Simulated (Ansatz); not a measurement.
Input file for Ansatz (an electronic-structure program): R-revPBE/def2-TZVPP on C2H5FSe (SMILES CC[Se]F).

Ansatz 0.2 input:
```yaml
crystal:
  periodic: [false, false, false]
  atoms:
    - {symbol: C, position_ang: [-0.86521280, -0.47624895, 0.17006777]}
    - {symbol: C, position_ang: [0.08010984, 0.71269079, 0.16586835]}
    - {symbol: Se, position_ang: [1.82044922, 0.34367776, 0.97126869]}
    - {symbol: F, position_ang: [2.31470285, -0.88649694, -0.21942531]}
    - {symbol: H, position_ang: [-1.80948982, -0.20742573, -0.31031214]}
    - {symbol: H, position_ang: [-0.43475869, -1.31325696, -0.37920609]}
    - {symbol: H, position_ang: [-1.07648779, -0.80833170, 1.18660150]}
    - {symbol: H, position_ang: [0.26717142, 1.09142268, -0.83827670]}
    - {symbol: H, position_ang: [-0.29648424, 1.54396907, 0.76980022]}
basis:
  gaussian:
    orbitals: def2-TZVPP
hamiltonian:
  xc: {name: revPBE}
scf: {lower_state_search: off}
```

Q: What total energy does the run end on?

A: -2580.4222 hartree.
